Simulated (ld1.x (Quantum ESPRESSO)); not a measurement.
## u(r) = r·R(r): atom against pseudo-atom (Ne (Z = 10))

Columns: radius, all-electron u(r) and pseudo u(r) of the 2p shell (level -54.94 eV) of neon in the configuration [He] 2s2 2p4; LDA (PZ), scalar-relativistic, RRKJ scheme, ld1.x (Quantum ESPRESSO) 7.5.

```json
{"r (bohr)": "0.038", "all-electron": "0.0399", "pseudo": "0.0199"}
{"r (bohr)": "0.075", "all-electron": "0.1302", "pseudo": "0.0757"}
{"r (bohr)": "0.113", "all-electron": "0.2481", "pseudo": "0.1651"}
{"r (bohr)": "0.150", "all-electron": "0.3709", "pseudo": "0.2759"}
{"r (bohr)": "0.188", "all-electron": "0.4945", "pseudo": "0.4045"}
{"r (bohr)": "0.225", "all-electron": "0.6065", "pseudo": "0.5344"}
{"r (bohr)": "0.263", "all-electron": "0.7094", "pseudo": "0.6631"}
{"r (bohr)": "0.300", "all-electron": "0.7962", "pseudo": "0.7767"}
{"r (bohr)": "0.338", "all-electron": "0.8712", "pseudo": "0.8756"}
{"r (bohr)": "0.375", "all-electron": "0.9308", "pseudo": "0.9522"}
{"r (bohr)": "0.413", "all-electron": "0.9789", "pseudo": "1.0099"}
{"r (bohr)": "0.450", "all-electron": "1.0140", "pseudo": "1.0474"}
{"r (bohr)": "0.488", "all-electron": "1.0392", "pseudo": "1.0696"}
{"r (bohr)": "0.525", "all-electron": "1.0543", "pseudo": "1.0784"}
{"r (bohr)": "0.563", "all-electron": "1.0613", "pseudo": "1.0779"}
{"r (bohr)": "0.600", "all-electron": "1.0609", "pseudo": "1.0709"}
{"r (bohr)": "0.638", "all-electron": "1.0542", "pseudo": "1.0590"}
{"r (bohr)": "0.675", "all-electron": "1.0425", "pseudo": "1.0442"}
{"r (bohr)": "0.713", "all-electron": "1.0261", "pseudo": "1.0264"}
{"r (bohr)": "0.750", "all-electron": "1.0065", "pseudo": "1.0065"}
{"r (bohr)": "0.788", "all-electron": "0.9833", "pseudo": "0.9833"}
{"r (bohr)": "0.825", "all-electron": "0.9584", "pseudo": "0.9584"}
{"r (bohr)": "0.863", "all-electron": "0.9310", "pseudo": "0.9310"}
{"r (bohr)": "0.900", "all-electron": "0.9029", "pseudo": "0.9029"}
{"r (bohr)": "0.938", "all-electron": "0.8730", "pseudo": "0.8730"}
{"r (bohr)": "0.975", "all-electron": "0.8432", "pseudo": "0.8432"}
```

(1) How many radial nodes do the two functions have?

(2) At about which radius was the pseudo-wave matched?

(3) Is the pseudo-wave norm-conserving?

## Answers

(1) The all-electron 2p function has n − l − 1 = 0; the pseudo-wave has 0.

(2) 0.75 bohr, where the columns begin to agree (steps of 0.04 bohr).

(3) Yes: the RRKJ scheme keeps the norm inside the radius equal to the all-electron one, which fixes the energy derivative of the logarithmic derivative at the level.
